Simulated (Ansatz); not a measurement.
Relaxation of CH$_{6}$BFOSi (11 atoms, charge 0, multiplicity 1), to a largest force component of 0.015 eV/Å in at most 40 steps.

All numbers below come from Ansatz, RKS B3LYP-D4/STO-3G.

```xyz
11
Properties=species:S:1:pos:R:3
B -1.428 1.748 0.353
Si -0.199 0.535 -0.396
F 1.141 1.382 -0.920
O 0.318 -0.598 0.821
C 1.018 -1.630 0.213
H -1.905 2.679 -0.334
H -1.802 1.689 1.468
H -0.770 -0.133 -1.549
H 1.913 -1.132 -0.281
H 0.396 -2.026 -0.605
H 1.376 -2.379 0.918
```

Question: Where does it end, and by what steps?

Answer: The forces met the threshold. The force dipped under the threshold on the way, but the program's further checks kept it going. Limits of this set-up: minimal basis. After 22 steps the energy has fallen by 0.577 eV; H6 moved furthest, 0.57 Å.

| step | energy less start (eV) | largest force component (eV/Å) | accepted |
| --- | --- | --- | --- |
| 0 | 0.0000 | 2.862 | yes |
| 1 | -0.5305 | 1.009 | yes |
| 2 | -0.5630 | 0.329 | yes |
| 3 | -0.5686 | 0.083 | yes |
| 4 | -0.5693 | 0.049 | yes |
| 5 | -0.5620 | 0.306 | no |
| 6 | -0.5705 | 0.036 | yes |
| 7 | -0.5718 | 0.116 | yes |
| 8 | -0.5723 | 0.074 | yes |
| 9 | -0.5741 | 0.027 | yes |
| 10 | -0.5685 | 0.390 | no |
| 11 | -0.5724 | 0.110 | no |
| 12 | -0.5744 | 0.008 | yes |
| 13 | -0.5751 | 0.099 | yes |
| 14 | -0.5719 | 0.220 | no |
| 15 | -0.5760 | 0.020 | yes |
| 16 | -0.5761 | 0.035 | yes |
| 17 | -0.5763 | 0.027 | yes |
| 18 | -0.5764 | 0.035 | yes |
| 19 | -0.5765 | 0.019 | yes |
| 20 | -0.5765 | 0.009 | yes |
| 21 | -0.5765 | 0.021 | no |
| 22 | -0.5765 | 0.005 | yes |

```xyz
11
Properties=species:S:1:pos:R:3
B -1.476 1.855 0.393
Si -0.265 0.551 -0.458
F 1.088 1.219 -1.118
O 0.239 -0.565 0.760
C 1.108 -1.594 0.189
H -1.556 2.962 0.011
H -2.173 1.542 1.284
H -0.956 -0.164 -1.530
H 2.044 -1.186 -0.257
H 0.607 -2.207 -0.596
H 1.401 -2.278 1.010
```

Run time: 47 s on 1 thread of Intel(R) Xeon(R) Platinum 8488C (Sapphire Rapids), with other jobs on the host, peak memory 0.19 GiB.
